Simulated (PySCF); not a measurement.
B(Me)(OH)(tBu), C5H13BO, SMILES CB(O)C(C)(C)C, singlet, GFN2-xTB optimised geometry.

```
20

B     -0.90    -0.14     0.00
C     -1.74     1.22     0.00
H     -2.39     1.26    -0.87
H     -1.13     2.11     0.00
H     -2.39     1.26     0.87
O     -1.61    -1.27     0.00
H     -1.11    -2.09     0.00
C      0.72    -0.14     0.00
C      1.30    -1.56     0.00
C      1.25     0.60    -1.24
C      1.25     0.59     1.25
H      2.39    -1.53     0.00
H      0.99    -2.11    -0.89
H      0.99    -2.11     0.88
H      0.91     0.10    -2.15
H      0.89     1.62    -1.27
H      2.34     0.61    -1.25
H      0.89     1.61     1.28
H      0.91     0.08     2.15
H      2.34     0.61     1.25
```

Density from PBE0/def2-SVP (PySCF 2.14.0) at that geometry.

Minimum of the electron density along straight lines between bonded atoms, close to the bond critical point (lines longer than 1.1 times the sum of covalent radii, or with two minima, are not listed):

```json
[
 {"bond": "B1–C2", "length / Å": "1.590", "ρ at the minimum / e bohr⁻³": "0.178", "∇²ρ there / e bohr⁻⁵": "-0.18", "position (fraction from the first atom)": "0.32"},
 {"bond": "C2–H3", "length / Å": "1.088", "ρ at the minimum / e bohr⁻³": "0.269", "∇²ρ there / e bohr⁻⁵": "-0.95", "position (fraction from the first atom)": "0.62"},
 {"bond": "C2–H4", "length / Å": "1.086", "ρ at the minimum / e bohr⁻³": "0.273", "∇²ρ there / e bohr⁻⁵": "-0.97", "position (fraction from the first atom)": "0.62"},
 {"bond": "C2–H5", "length / Å": "1.088", "ρ at the minimum / e bohr⁻³": "0.269", "∇²ρ there / e bohr⁻⁵": "-0.95", "position (fraction from the first atom)": "0.62"},
 {"bond": "B1–O6", "length / Å": "1.336", "ρ at the minimum / e bohr⁻³": "[?]", "∇²ρ there / e bohr⁻⁵": "1.31", "position (fraction from the first atom)": "0.33"},
 {"bond": "O6–H7", "length / Å": "0.959", "ρ at the minimum / e bohr⁻³": "0.359", "∇²ρ there / e bohr⁻⁵": "[?]", "position (fraction from the first atom)": "0.81"},
 {"bond": "B1–C8", "length / Å": "1.623", "ρ at the minimum / e bohr⁻³": "0.174", "∇²ρ there / e bohr⁻⁵": "[?]", "position (fraction from the first atom)": "0.32"},
 {"bond": "C8–C9", "length / Å": "1.537", "ρ at the minimum / e bohr⁻³": "0.238", "∇²ρ there / e bohr⁻⁵": "-0.53", "position (fraction from the first atom)": "0.49"},
 {"bond": "C8–C10", "length / Å": "1.536", "ρ at the minimum / e bohr⁻³": "0.237", "∇²ρ there / e bohr⁻⁵": "-0.52", "position (fraction from the first atom)": "0.49"},
 {"bond": "C8–C11", "length / Å": "1.537", "ρ at the minimum / e bohr⁻³": "0.237", "∇²ρ there / e bohr⁻⁵": "-0.52", "position (fraction from the first atom)": "0.49"},
 {"bond": "C9–H12", "length / Å": "1.089", "ρ at the minimum / e bohr⁻³": "0.275", "∇²ρ there / e bohr⁻⁵": "-1.00", "position (fraction from the first atom)": "0.62"},
 {"bond": "C9–H13", "length / Å": "1.090", "ρ at the minimum / e bohr⁻³": "0.274", "∇²ρ there / e bohr⁻⁵": "-0.98", "position (fraction from the first atom)": "0.62"},
 {"bond": "C9–H14", "length / Å": "1.090", "ρ at the minimum / e bohr⁻³": "0.274", "∇²ρ there / e bohr⁻⁵": "-0.98", "position (fraction from the first atom)": "0.62"},
 {"bond": "C10–H15", "length / Å": "1.088", "ρ at the minimum / e bohr⁻³": "0.276", "∇²ρ there / e bohr⁻⁵": "-1.00", "position (fraction from the first atom)": "0.62"},
 {"bond": "C10–H16", "length / Å": "1.086", "ρ at the minimum / e bohr⁻³": "0.277", "∇²ρ there / e bohr⁻⁵": "-1.02", "position (fraction from the first atom)": "0.62"},
 {"bond": "C10–H17", "length / Å": "1.089", "ρ at the minimum / e bohr⁻³": "0.275", "∇²ρ there / e bohr⁻⁵": "-0.99", "position (fraction from the first atom)": "0.62"},
 {"bond": "C11–H18", "length / Å": "1.086", "ρ at the minimum / e bohr⁻³": "0.277", "∇²ρ there / e bohr⁻⁵": "-1.02", "position (fraction from the first atom)": "0.62"},
 {"bond": "C11–H19", "length / Å": "1.088", "ρ at the minimum / e bohr⁻³": "0.276", "∇²ρ there / e bohr⁻⁵": "-1.00", "position (fraction from the first atom)": "0.62"},
 {"bond": "C11–H20", "length / Å": "1.089", "ρ at the minimum / e bohr⁻³": "0.275", "∇²ρ there / e bohr⁻⁵": "-0.99", "position (fraction from the first atom)": "0.62"}
]
```

Task: Complete the blanks.

Result: 
- B1–O6, ρ at the minimum / e bohr⁻³: 0.211
- O6–H7, ∇²ρ there / e bohr⁻⁵: -2.40
- B1–C8, ∇²ρ there / e bohr⁻⁵: -0.24
